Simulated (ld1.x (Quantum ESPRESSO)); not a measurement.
Transferability test, TM potential for Tc

- Element: Tc
- Generator: ld1.x (Quantum ESPRESSO) 7.5
- Type: norm-conserving Troullier–Martins (Kleinman–Bylander form)
- Functional: PBE
- Relativity: scalar-relativistic
- Frozen core: [Ar] 3d10 4s2
- Valence charge: 13
- Reference configuration: 4p6 4d5 5s2 5p0
- Partial waves: 5s (bound): rc 2.85 bohr; 4p (bound): rc 1.85 bohr; 4d (bound): rc 1.70 bohr; 4f channel at 0.15 Ry: rc 2.35 bohr
- Local potential: all-electron potential smoothed inside 1.40 bohr (lloc = -1)
- Core correction: Bessel-smoothed model core inside 1.10 bohr

Energies are relative to the spin-unpolarised reference configuration 4p6 4d5 5s2 5p0; without spin polarisation the order of configurations can differ from experiment. The frozen-core shift is the all-electron ΔE with the core orbitals held at their reference shape minus the fully relaxed ΔE.

(1) Give the all-electron excitation energy and the error of the potential for: 4p6 4d5 5s1 5p0; 4p6 4d5 5s0 5p0; 4p6 4d4 5s0 5p0; 4p6 4d5.5 5s1.5 5p0; 4p6 4d6 5s0 5p0; 4p6 4d5 5s1.5 5p0; 4p6 4d4 5s2 5p1.

Levels in the configuration 4p6 4d6 5s0 5p0:

| level | all-electron (eV) | pseudo (eV) |
| --- | --- | --- |
| 4p | -49.573 | -49.437 |
| 4d | -11.489 | -11.456 |

Note: ghost state, extra bound levels that the all-electron valence spectrum of the same l lacks: s at -139.5 eV. A true bound ghost makes a file unfit for plane-wave use.

Results:

(1)

| valence configuration | charge | ΔE all-electron (eV) | error AE − PS (meV) | frozen-core shift (meV) |
| --- | --- | --- | --- | --- |
| 4p6 4d5 5s1 5p0 | +1 | 8.153 | -5.8 | +1.6 |
| 4p6 4d5 5s0 5p0 | +2 | 23.004 | -37 | +4.1 |
| 4p6 4d4 5s0 5p0 | +3 | 51.710 | +31 | +19 |
| 4p6 4d5.5 5s1.5 5p0 | 0 | -0.634 | -9.1 | +3.2 |
| 4p6 4d6 5s0 5p0 | +1 | 6.165 | -85 | +12 |
| 4p6 4d5 5s1.5 5p0 | +0.5 | 3.282 | -1.4 | +0.7 |
| 4p6 4d4 5s2 5p1 | 0 | 6.606 | +78 | +5.5 |
